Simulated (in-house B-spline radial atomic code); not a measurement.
## RPA and G0W0 on LDA exchange-only: In3+

Configuration [Kr] 4d10, mean-field start LDA exchange-only. Computed with a B-spline radial code for spherical atoms: all electrons, non-relativistic, point nucleus, each spin shell either full or empty, empty states to l = 9 with an (l + 1/2)⁻⁴ tail; G0W0 by contour deformation at full frequency.

Without relativity these are model numbers: it shifts the levels of so heavy an element strongly and can reorder them.

Command:
```bash
python run_gw.py task.json out
```
Settings (radii: box in bohr, nucleus in fm):
```
Z                        49
electrons                46
configuration            [Kr] 4d10
hamiltonian              nr
method                   lda,
lmax                     9
spin_polarised           False
box_radius               14.14
intervals                53
```

Time taken, with all properties: 2.9 s on 1 thread of Arm Neoverse N1 (shared host).

Energies (hartree):

```json
{"term": "mean-field total", "value": "-5730.85275"}
{"term": "Hartree-Fock functional on these orbitals", "value": "-5738.38874"}
{"term": "direct second order", "value": "-4.0584"}
{"term": "second-order exchange", "value": "1.1171"}
{"term": "SOSEX correction", "value": "1.0403"}
```

Task: What is the RPA correlation energy, and what remains with SOSEX?

Result: RPA gives -3.567 hartree (-2.11 eV per electron); RPA + SOSEX gives -2.5267, and the second-order doubles -2.9413 hartree (no singles). SOSEX takes back 29 % of the RPA value.

Quasi-particle levels (eV):

```json
{"level": "4d", "occupied": "yes", "mean field": "-46.98", "Σx - vxc": "-11.12", "Σc": "?", "QP weight": "?", "G0W0": "?"}
{"level": "5s", "occupied": "no", "mean field": "-30.80", "Σx - vxc": "5.44", "Σc": "-1.96", "QP weight": "0.972", "G0W0": "-27.308"}
```

G0W0 = mean field + (Σx - vxc) + Σc, with Σc (partial-wave tail included) taken at the quasi-particle energy. Only the outer levels were computed. Levels of low weight are left out.

Task: Where does G0W0 put 4d?

Result: At -57.43 eV, with Σc = 0.67 eV and a quasi-particle weight of 0.925. The tabulated removal energy is 55.45 ± 0.04 eV (NIST, measured); the calculation leaves out relativity, Breit and QED terms, and what these don't explain is the method's own error.
